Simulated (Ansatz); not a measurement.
```yaml
crystal:
  periodic: [false, false, false]
  atoms:
    - {symbol: C, position_ang: [-0.263812, 1.061626, 0.130059]}
    - {symbol: Ge, position_ang: [0.286401, -0.745798, -0.288977]}
    - {symbol: Cl, position_ang: [2.046214, -1.199367, 0.866493]}
    - {symbol: I, position_ang: [-1.523700, -2.357687, 0.363599]}
    - {symbol: H, position_ang: [-0.480480, 1.133309, 1.195250]}
    - {symbol: H, position_ang: [0.542090, 1.751005, -0.125637]}
    - {symbol: H, position_ang: [-1.158656, 1.312390, -0.440437]}
    - {symbol: H, position_ang: [0.643942, -1.012480, -1.756249]}
basis:
  gaussian: {orbitals: def2-TZVPD, fitting: {mean_field: cc-pVTZ-jkfit}}
hamiltonian: {xc: {name: B3LYP-D3}}
accuracy: high
output: {forces: true}
```

```sh
$ ansatz run in.yaml --threads 4 --pin off --events-out ev --progress --plain --max-ram 10444MiB
```

Question: How does Ansatz answer? (Best estimate.)

Answer: Computed: The input was rejected before any iteration.
```
Error: YAML parse error: error: line 14 column 19: hamiltonian.xc: no functional is named "B3LYP-D3"; the names, which are not case-sensitive, are SVWN5, SPW92, PBE, PBE0, PBEsol, revPBE, revPBE0, RPBE, rPW86-PBE, HSE06, wPBEh, LC-wPBE, HISS, HF, BLYP, B3LYP, B3LYP5, BHLYP, CAM-B3LYP, r2SCAN, r2SCANh, r2SCAN0, r2SCAN50, m-r2SCAN, B97, wB97, wB97X, wB97X-V, B97M-V, wB97M-V, B2PLYP, B2GP-PLYP, PBE0-DH, PBE-QIDH
12 | basis:
13 |   gaussian: {orbitals: def2-TZVPD, fitting: {mean_field: cc-pVTZ-jkfit}}
14 | hamiltonian: {xc: {name: B3LYP-D3}}
15 | accuracy: high
16 | output: {forces: true}
```

HSE06 is defined as in plane-wave codes.
